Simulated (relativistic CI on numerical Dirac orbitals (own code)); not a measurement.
# Spin-allowed bands of a d3 ion in a tetrahedral site, by hand

Problem. Take Δ = 8300 cm⁻¹ and B = 790 cm⁻¹ for a d3 ion in a tetrahedral site. Calculate the three spin-allowed bands.

Working.
1. The terms of highest spin are 4F (energy 0) and 4P (15B = 11850 cm⁻¹). Here the F term splits into A2 at +1.2Δ = 9960, T2 at +0.2Δ = 1660 and T1 at −0.6Δ = -4980 cm⁻¹.
2. The two T1 states mix through the element 0.4Δ: H = [[-4980, 3320], [3320, 11850]], with roots ½(H₁₁ + H₂₂) ∓ ½√[(H₂₂ − H₁₁)² + 4H₁₂²] = ½(6870) ∓ ½(18092) = -5611 and 12481 cm⁻¹.
3. The ground term is 4T1 at -5611 cm⁻¹.
4. Bands: 4T2 7271 cm⁻¹ (1375 nm), 4A2 15571 cm⁻¹ (642 nm), 4T1(P) 18092 cm⁻¹ (553 nm).

Check. Exact diagonalisation of the whole d3 shell with these parameters gives 4T2 7271, 4A2 15571, 4T1 18092 cm⁻¹. The match is exact, since without spin-orbit coupling no other term has this spin. The ratio of the second band to the first, 2.141, depends on Δ/B = 10.5 alone, which is how a Tanabe-Sugano diagram is read.
